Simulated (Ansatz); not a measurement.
```yaml
crystal:
  periodic: [false, false, false]
  atoms:
    - {symbol: F, position_ang: [-0.752515, -0.577376, 1.920287]}
    - {symbol: Hf, position_ang: [0.017760, -0.102267, 0.005290]}
    - {symbol: F, position_ang: [2.047308, -0.701691, -0.083717]}
    - {symbol: F, position_ang: [-1.076804, -1.173919, -1.457515]}
    - {symbol: Cl, position_ang: [-0.179748, 2.472822, -0.430714]}
basis:
  gaussian: {orbitals: def2-SVPD}
hamiltonian: {xc: {name: wB97X-D}, pseudopotentials: {relativity: scalar}}
```

```sh
$ ansatz run in.yaml --threads 4 --pin off --events-out ev --progress --plain --max-ram 10444MiB
```

**Question.** How does Ansatz answer? (An estimate is asked.)

**Answer.** The calculation gave: The program refused the input.
```
Error: YAML parse error: error: line 11 column 19: hamiltonian.xc: no functional is named "wB97X-D"; the names, which are not case-sensitive, are SVWN5, SPW92, PBE, PBE0, PBEsol, revPBE, revPBE0, RPBE, rPW86-PBE, HSE06, wPBEh, LC-wPBE, HISS, HF, BLYP, B3LYP, B3LYP5, BHLYP, CAM-B3LYP, r2SCAN, r2SCANh, r2SCAN0, r2SCAN50, m-r2SCAN, B97, wB97, wB97X, wB97X-V, B97M-V, wB97M-V, B2PLYP, B2GP-PLYP, PBE0-DH, PBE-QIDH
 9 | basis:
10 |   gaussian: {orbitals: def2-SVPD}
11 | hamiltonian: {xc: {name: wB97X-D}, pseudopotentials: {relativity: scalar}}
```

HSE06 is defined as in plane-wave codes.
